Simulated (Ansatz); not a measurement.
Results of the Gaussian-basis code of Ansatz.

A structure relaxed at PBE0-D4/def2-TZVP, charge 0, multiplicity 1:

```xyz
15

C     1.3714   -0.6391    0.8213
C     0.4371    0.4470    0.3167
N     0.3364    1.4846    1.3188
N    -0.8504   -0.0860   -0.1135
Si   -1.2388   -0.4312   -1.7510
H     1.5145   -1.4085    0.0612
H     2.3414   -0.2207    1.0943
H     0.9452   -1.1193    1.7093
H     0.8858    0.9069   -0.5729
H     0.0517    1.0900    2.2084
H    -0.3707    2.1570    1.0476
H    -1.3117   -0.6267    0.6049
H    -2.6839   -0.7727   -1.8086
H    -0.4795   -1.5606   -2.3712
H    -0.9484    0.7793   -2.5654
```

Problem. Give its formula and SMILES.

Solution. C2H10N2Si, `CC(N)N[SiH3]`.

Problem. Point group (tolerance 0.08 Å, 0.16 Å for H)?

Solution. C1.

Problem. Summarise the bond lengths by kind.

Solution. 1 × C–C 1.519 Å; 4 × C–H 1.091 to 1.097 Å; 2 × C–N 1.446 to 1.458 Å; 3 × H–N 1.011 to 1.014 Å; 1 × N–Si 1.718 Å; 3 × H–Si 1.486 to 1.496 Å.
